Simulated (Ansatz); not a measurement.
One change: `[NH2][SnH3]` becomes `N[SiH3]`.

Ansatz, PBE0-D4/def2-TZVP geometries, multiplicity 1. 

Elements past krypton have def2 core potentials.

```csv
property,`[NH2][SnH3]`
LUMO energy (B3LYP/def2-TZVPP) / eV,-0.47
"ideal-gas entropy at 298 K and 1 bar (rigid rotor, harmonic PBE0-D4/def2-TZVP) / J/(mol·K)",290
HOMO–LUMO gap (ωB97M-V/def2-TZVPP) / eV,10.75
HOMO energy (B3LYP/def2-TZVPP) / eV,-6.97
LUMO energy (PBE/def2-TZVPP) / eV,-0.95
HOMO energy (ωB97M-V/def2-TZVPP) / eV,-9.55
```

Question: What does the change do to each property? (Best estimate.)

Answer: Computed: 
```csv
property,`N[SiH3]`,shift
LUMO energy (B3LYP/def2-TZVPP) / eV,0.05,0.52
"ideal-gas entropy at 298 K and 1 bar (rigid rotor, harmonic PBE0-D4/def2-TZVP) / J/(mol·K)",264,-26
HOMO–LUMO gap (ωB97M-V/def2-TZVPP) / eV,11.63,0.88
HOMO energy (B3LYP/def2-TZVPP) / eV,-7.19,-0.22
LUMO energy (PBE/def2-TZVPP) / eV,-0.49,0.46
HOMO energy (ωB97M-V/def2-TZVPP) / eV,-9.78,-0.23
```

With PBE0 the HOMO falls by 0.21 eV and the LUMO rises by 0.52 eV, so the gap widens by about 0.73 eV. PBE moves the HOMO by -0.20 eV and ωB97M-V by -0.23 eV.

B3LYP here is the variant with VWN-RPA as its local correlation; programs differ in this.
